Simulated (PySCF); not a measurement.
NMR data sheet: C6H9ClOSi

```yaml
Formula: C6H9ClOSi
SMILES: O=C[C@@H]1C=CCC[Si@@H]1Cl
Point_group_of_the_computed_structure: C1
Degrees_of_unsaturation: 3
Carbon_signals: 6
Proton_signals: 9
```

Atom-mapped SMILES (the numbers label the heavy atoms): `[O:1]=[CH:2][C@@H:3]1[CH:4]=[CH:5][CH2:6][CH2:7][Si@@H:8]1[Cl:9]`; H(Xn) means a hydrogen on atom n. Ha(C6), Ha(C7) are cis to C2 on the ring; Hb(C6), Hb(C7) are trans to C2 on the ring.

[PySCF 2.14: NMR shieldings at PBE0/pcSseg-1/GIAO; GFN2-xTB structure; no solvent model; relativity neglected; one computed conformer]

References, each an isolated molecule treated in the same way: 1H, 13C, 29Si vs TMS; 17O vs H2O.

| carbon | δC, type | δH (multiplicity) | HMBC from (2–3 bonds) | span of the C tensor (ppm) |
| --- | --- | --- | --- | --- |
| C2 | 198.6, CH | 10.07 (d) | H(C4), H(Si8), H(C3) | 210 |
| C3 | 52.7, CH | 2.97 (m) | H(C2), H(C4), H(C5), H(Si8), Hb(C7), Ha(C7) | 66 |
| C4 | 132.2, CH | 6.80 (m) | H(C2), H(C5), H(Si8), H(C3), Ha(C6), Hb(C6) | 231 |
| C5 | 139.8, CH | 6.48 (m) | H(C4), H(C3), Ha(C6), Hb(C6), Hb(C7), Ha(C7) | 228 |
| C6 | 25.4, CH2 | Ha(C6) 2.49 (m); Hb(C6) 1.79 (m) | H(C4), H(C5), H(Si8), Hb(C7), Ha(C7) | 22 |
| C7 | 18.7, CH2 | Hb(C7) 1.40 (m); Ha(C7) 0.84 (m) | H(C5), H(Si8), H(C3), Ha(C6), Hb(C6) | 33 |

Other nuclei:
```csv
atoms,nucleus,environment,δ (ppm),σ (ppm)
H(Si8),1H,"hydrogen on a silicon bonded to 2 C, Cl, in a 6-membered ring",5.58,26.14
Si8,29Si,"silicon bonded to 2 C, Cl, H, in a 6-membered ring",1.1,348.1
O1,17O,aldehyde oxygen,676.1,-340.1
```

Carbon types of the structure: 4 × CH, 2 × CH2, leaving 1 H on heteroatoms. δC 198.6: aldehyde carbonyl carbon; low-lying n→π* states of the double bond to the heteroatom give a large paramagnetic term (-257 ppm). δC 139.8, 132.2: alkene CH; an sp2 carbon of a C=C bond. δH 10.07: hydrogen on an aldehyde carbonyl carbon; the formyl region, downfield of aromatic protons. δH 2.97: hydrogen on an sp3 CH bonded to Si, α to a carbonyl; α to C=O. δH 2.49, 1.79: hydrogen on an allylic sp3 CH2; allylic position.

Shifts are as computed. Against solution values, carbons near 30 ppm lie about +3 ppm off and those near 130 ppm about +5 ppm. Of 1309 compounds with measured shifts, 239 miss one by over three times the rms of a fit or turn the order of signals round; such compounds aren't used in these exercises. Unscaled 17O shifts of doubly bonded oxygen tend to come out too high, by tens of ppm or more. Experimental scales use liquid or dissolved standards, which lie at an offset from isolated H2O (liquid H2O: subtract about 36 ppm). No couplings were computed; multiplicities are counted from neighbouring protons, with m where these are inequivalent, close in shift, in a saturated or five-membered ring or joined by F or P, and br s for small geminal =CH2 splittings.
